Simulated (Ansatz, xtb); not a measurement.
**Ranking isomers of AlFH2SiTe**

3 gas-phase structures of AlFH2SiTe, found in a search over its isomers (lower ones may exist). Each was relaxed with GFN2-xTB:

A. a singlet given by its coordinates
B. a singlet given by its coordinates
C. `[F][AlH][SiH]=[Te]`, a singlet

A (Å):

```yaml
atoms:
  - { symbol: Al, position_ang: [-0.2050, -0.4247, 0.7791] }
  - { symbol: F, position_ang: [-1.6710, -0.1740, 1.5169] }
  - { symbol: Si, position_ang: [1.7971, -1.6871, 1.1694] }
  - { symbol: Te, position_ang: [1.3605, 0.0331, -1.0815] }
  - { symbol: H, position_ang: [3.0812, -1.1444, 1.6528] }
  - { symbol: H, position_ang: [2.2016, -2.9199, 0.4686] }
```

Close contacts (Å): Al1–F2 1.66, Al1–Si3 2.40, Al1–Te4 2.47, Si3–Te4 2.87, Si3–H5 1.48, Si3–H6 1.47.

B (Å):

| atom | x (Å) | y (Å) | z (Å) |
| --- | --- | --- | --- |
| Al | 1.2004 | -0.8998 | -0.2821 |
| F | 0.1646 | -1.6723 | -1.3204 |
| Si | 1.1878 | -1.7607 | 2.0219 |
| Te | 0.3830 | 0.6014 | 1.6679 |
| H | 2.5187 | -0.5729 | -1.0068 |
| H | 1.0430 | -1.9762 | 3.4863 |

Close contacts (Å): Al1–F2 1.66, Al1–Si3 2.46, Al1–Te4 2.59, Si3–Te4 2.52, Al1–H5 1.54, Si3–H6 1.49.

Task: Which do you expect lowest at r2SCAN-D4/def2-SVP, and how would the others follow?

Result: Calculated order at r2SCAN-D4/def2-SVP: A (0.000), B (0.480), C (0.858) eV.

Energies above the lowest of each column, in eV; the last columns are at PBE0-D3(BJ)/def2-SVP geometries (a dash: not run or not comparable):

```csv
structure,GFN2-xTB,HF/STO-3G,r2SCAN-D4/def2-SVP,PBE0-D3(BJ)/def2-SVP,CCSD(T)/def2-SVP + ΔMP2/def2-TZVPP
A,0.701,0.000,0.000,0.000,0.000
B,0.000,0.246,0.480,0.589,0.505
C,0.595,0.510,0.858,0.993,–
```

CCSD(T)/def2-SVP + ΔMP2/def2-TZVPP puts A lowest of those it was run on; GFN2-xTB picks B. Some further structures that were screened fall inside this span and aren't listed. Flexible structures stand in one conformer each, not always the lowest. Frequencies (PBE0-D3(BJ)/def2-SVP) were run for A, B alone. Atoms past krypton carry core potentials in the def2 sets, without spin–orbit terms. ΔMP2 is the change of the MP2 energy from the smaller to the larger basis.

Programs: Ansatz 0.2.0, xtb 6.7.1.
